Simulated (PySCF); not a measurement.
C$_{3}$H$_{6}$O, charge -1, doublet, at a GFN2-xTB geometry (a state made from the parent by changing its charge; the spin is typed, not shown lowest) (in this run its highest filled SCF level lies above zero, so its values depend strongly on the basis, on diffuse functions most of all); CCSD(T)/STO-3G (PySCF).

PySCF was given this input:
```python
from pyscf import gto, scf, cc

mol = gto.Mole()
mol.atom = '''
    C    -1.23000776   -0.01815569   -0.70402132
    C    -0.02294410    0.16394531    0.20501992
    C     1.28866707    0.16312758   -0.56711666
    O    -0.05904402   -0.27027316    1.44413418
    H    -1.22558377   -0.97844920   -1.26463982
    H    -1.27877931    0.78009714   -1.45933864
    H    -2.14688240    0.00862961   -0.11403996
    H     2.12329948    0.31597875    0.11806931
    H     1.48188848   -0.78357711   -1.11747293
    H     1.30411841    0.96600290   -1.31894310
'''
mol.basis = 'sto-3g'
mol.charge = -1
mol.spin = 1
mol.verbose = 4
mol.build()

mf = scf.UHF(mol)
mf.kernel()

mycc = cc.CCSD(mf)
mycc.conv_tol = 1e-5
mycc.kernel()
et = mycc.ccsd_t()
print('E(CCSD(T)) = %.10f' % (mycc.e_tot + et))
```

Question: What does PySCF print? Leave out banner, timings and long lists.

Answer: 
```
PySCF version 2.14.0

[INPUT] verbose = 4
[INPUT] num. atoms = 10
[INPUT] num. electrons = 33
[INPUT] charge = -1
[INPUT] spin (= nelec alpha-beta = 2S) = 1
[INPUT] symmetry False subgroup None
[INPUT] Mole.unit = angstrom
[INPUT] Symbol           X                Y                Z      unit          X                Y                Z       unit  Magmom
[...]
nuclear repulsion = 116.711090269568
number of shells = 18
number of NR pGTOs = 78
number of NR cGTOs = 26
basis = sto-3g
ecp = {}

******** <class 'pyscf.scf.uhf.UHF'> ********
method = UHF
initial guess = minao
damping factor = 0
level_shift factor = 0
DIIS = <class 'pyscf.scf.diis.CDIIS'>
diis_start_cycle = 1
diis_space = 8
diis_damp = 0
SCF conv_tol = 1e-09
SCF conv_tol_grad = None
SCF max_cycles = 50
direct_scf = True
direct_scf_tol = 1e-13
number electrons alpha = 17  beta = 16
Set gradient conv threshold to 3.16228e-05
init E= -189.765446574048

cycle= 1 E= -189.135460274521  delta_E= 0.63  |g|= 0.412  |ddm|= 2.72
cycle= 2 E= -189.282265163659  delta_E= -0.147  |g|= 0.169  |ddm|= 0.857
cycle= 3 E= -189.300873076819  delta_E= -0.0186  |g|= 0.0448  |ddm|= 0.264
cycle= 4 E= -189.305230443682  delta_E= -0.00436  |g|= 0.0294  |ddm|= 0.115
cycle= 5 E= -189.307924372943  delta_E= -0.00269  |g|= 0.0206  |ddm|= 0.104
cycle= 6 E= -189.31024852076  delta_E= -0.00232  |g|= 0.007  |ddm|= 0.163
cycle= 7 E= -189.310475637471  delta_E= -0.000227  |g|= 0.00232  |ddm|= 0.0552
cycle= 8 E= -189.310488943807  delta_E= -1.33e-05  |g|= 0.000881  |ddm|= 0.0103
cycle= 9 E= -189.31049089972  delta_E= -1.96e-06  |g|= 0.000342  |ddm|= 0.00382
cycle= 10 E= -189.310491194297  delta_E= -2.95e-07  |g|= 0.000166  |ddm|= 0.00135
cycle= 11 E= -189.31049127868  delta_E= -8.44e-08  |g|= 3.64e-05  |ddm|= 0.000979
cycle= 12 E= -189.310491281471  delta_E= -2.79e-09  |g|= 1.51e-05  |ddm|= 0.000153
cycle= 13 E= -189.310491282081  delta_E= -6.09e-10  |g|= 5.85e-06  |ddm|= 8.56e-05
Extra cycle  E= -189.310491282133  delta_E= -5.27e-11  |g|= 3.75e-06  |ddm|= 1.11e-05
converged SCF energy = -189.310491282133  <S^2> = 0.7544505  2S+1 = 2.0044456

******** <class 'pyscf.cc.uccsd.UCCSD'> ********
CC2 = 0
CCSD nocc = (np.int64(17), np.int64(16)), nmo = (26, 26)
max_cycle = 50
direct = 0
conv_tol = 1e-05
conv_tol_normt = 1e-06
diis_space = 6
diis_start_cycle = 0
diis_start_energy_diff = 1e+09
Init t2, MP2 energy = -0.173279910752886
Init E_corr(UCCSD) = -0.173279910767601
cycle = 1  E_corr(UCCSD) = -0.208958969645768  dE = -0.0356790589  norm(t1,t2) = 0.0790019
cycle = 2  E_corr(UCCSD) = -0.220975983874552  dE = -0.0120170142  norm(t1,t2) = 0.034314
cycle = 3  E_corr(UCCSD) = -0.229098637578748  dE = -0.0081226537  norm(t1,t2) = 0.0189307
cycle = 4  E_corr(UCCSD) = -0.22940258507889  dE = -0.0003039475  norm(t1,t2) = 0.00599616
cycle = 5  E_corr(UCCSD) = -0.22909182491508  dE = 0.000310760164  norm(t1,t2) = 0.002715
cycle = 6  E_corr(UCCSD) = -0.229103369640998  dE = -1.15447259e-05  norm(t1,t2) = 0.000638309
cycle = 7  E_corr(UCCSD) = -0.229105730739762  dE = -2.36109876e-06  norm(t1,t2) = 0.000248211
cycle = 8  E_corr(UCCSD) = -0.229103687333532  dE = 2.04340623e-06  norm(t1,t2) = 8.55082e-05
cycle = 9  E_corr(UCCSD) = -0.229103786700687  dE = -9.93671549e-08  norm(t1,t2) = 3.73558e-05
cycle = 10  E_corr(UCCSD) = -0.229104000139418  dE = -2.13438731e-07  norm(t1,t2) = 1.22226e-05
cycle = 11  E_corr(UCCSD) = -0.229103981039302  dE = 1.91001156e-08  norm(t1,t2) = 4.42388e-06
cycle = 12  E_corr(UCCSD) = -0.22910386990735  dE = 1.11131953e-07  norm(t1,t2) = 1.78873e-06
cycle = 13  E_corr(UCCSD) = -0.229103762602035  dE = 1.07305315e-07  norm(t1,t2) = 9.69205e-07
UCCSD converged
E(UCCSD) = -189.5395950447354  E_corr = -0.2291037626020347
UCCSD(T) correction = -0.00276993608010564
E(CCSD(T)) = -189.5423649808
```
